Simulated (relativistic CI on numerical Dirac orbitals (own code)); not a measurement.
# Slater and spin-orbit integrals, Ba³²⁺

Calculated at this level of theory: Dirac-Coulomb-Breit CI, separate exchange-only KLI orbitals for each configuration, model QED (radiative potential, 1s self-energy scaled to tabulated hydrogen-like ionisation energies), unscaled Slater integrals (own radial code, finite nucleus).

Slater integrals F^k, G^k are unscaled and averaged over j, outside the closed core [Ne]; ζ comes from projecting the Hamiltonian with its Breit term on Σ l·s of the shell.

- 3s2 3p6 3d6: F^2(3d,3d) = 412400, F^4(3d,3d) = 265690, ζ(3d) = 57066 cm⁻¹; <r>(3d) = 0.2463, <r^2>(3d) = 0.07064 (bohr units).
- 3s2 3p5 3d7: ζ(3p) = 441510, F^2(3d,3d) = 411530, F^4(3d,3d) = 265110, F^2(3p,3d) = 362380, G^1(3p,3d) = 394400, G^3(3p,3d) = 260810, ζ(3d) = 56404 cm⁻¹; <r>(3p) = 0.2739, <r^2>(3p) = 0.08671, <r>(3d) = 0.2468, <r^2>(3d) = 0.07091 (bohr units).
- 3s2 3p4 3d8: F^2(3p,3p) = 361150, ζ(3p) = 441130, F^2(3d,3d) = 410650, F^4(3d,3d) = 264510, F^2(3p,3d) = 361950, G^1(3p,3d) = 394360, G^3(3p,3d) = 260650, ζ(3d) = 55748 cm⁻¹; <r>(3p) = 0.2742, <r^2>(3p) = 0.08691, <r>(3d) = 0.2472, <r^2>(3d) = 0.07118 (bohr units).

Question: Give the Racah parameters of the d shell in 3s2 3p6 3d6.

Answer: B = F²/49 − 5F⁴/441 = 5404 cm⁻¹ and C = 35F⁴/441 = 21087 cm⁻¹.

Averages of the first 10 configurations, taken without configuration mixing, which lowers the lowest level and can move excited configurations by several eV; other configurations of the list can lie among them:

```csv
Configuration,Parity,States,Average energy above the lowest level (eV)
3s2 3p6 3d6,even,210,38.5
3s2 3p5 3d7,odd,720,310.8
3s2 3p4 3d8,even,675,588.8
3s 3p6 3d7,even,240,515.3
3p6 3d8,even,45,999.8
3s 3p5 3d8,odd,540,786.4
3s2 3p6 3d5 4s,even,504,861.5
3s2 3p6 3d5 4p,odd,1512,936.5
3s2 3p6 3d5 4d,even,2520,1037.1
3s2 3p4 3d7 4s,even,3600,1398.7
```
